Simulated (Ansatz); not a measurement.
`B[SiH2][SiH3]` + ethanol → `B[SiH2]OCC` + SiH₄ at 700 K and 1 bar (cleavage of the Si–Si bond).

Gas-phase electronic energies from Ansatz, PBE0-D4/def2-TZVP geometries. CCSD(T)/CBS is the MP2 limit (def2-TZVPP, def2-QZVPP) plus CCSD(T) − MP2 in def2-TZVPP, frozen cores. This one scheme is used for every species. Each species was taken in one conformer, which may not be the lowest.

| species | CCSD(T)/CBS energy (Eh) | H − E (kJ/mol) | S (J/(mol·K)) |
| --- | --- | --- | --- |
| `B[SiH2][SiH3]` | -607.10947 | 237.6 | 448.9 |
| `CCO` | -154.88256 | 262.0 | 346.5 |
| `B[SiH2]OCC` | -470.55751 | 375.9 | 513.5 |
| SiH₄ | -291.46306 | 115.5 | 252.9 |

H − E and S are ideal-gas, rigid-rotor, harmonic terms from PBE0-D4/def2-TZVP, for one conformer and one mirror image of each species. 1 Eh = 2625.50 kJ/mol, R = 8.31446 J/(mol·K).

Problem. By hand: ΔE, ΔH, ΔS and ΔG.

Solution. ΔE = (-470.55751) + (-291.46306) − (-607.10947) − (-154.88256) = -0.02854 Eh = -74.9 kJ/mol. Δ(H − E) = 375.9 + 115.5 − 237.6 − 262.0 = -8.2, so ΔH = -83.1 kJ/mol. ΔS = 513.5 + 252.9 − 448.9 − 346.5 = -29.0 J/(mol·K). ΔG = -83.1 − 700 × (-29.0)/1000 = -62.8 kJ/mol.

Problem. By hand: the equilibrium constant, and the temperature at which ΔG would vanish if ΔH and ΔS stayed fixed.

Solution. log₁₀ K = −ΔG/(RT ln 10) = 4.7. ΔG = 0 at ΔH/ΔS = 2866 K, far beyond where these terms or the molecules hold.

ΔH outweighs TΔS. A doubt of 5 kJ/mol in ΔE shifts log₁₀ K by 0.4 here. Other conformers and mirror images would add mixing entropy, several J/(mol·K) or more a flexible species. Modes under 60 cm⁻¹, often nearly free rotors, make the harmonic entropy too high. These are equilibria of isolated gas molecules and say nothing of rates. Largest T1 diagnostic: 0.014 (customary marks: 0.02 for closed shells, 0.045 for open ones).
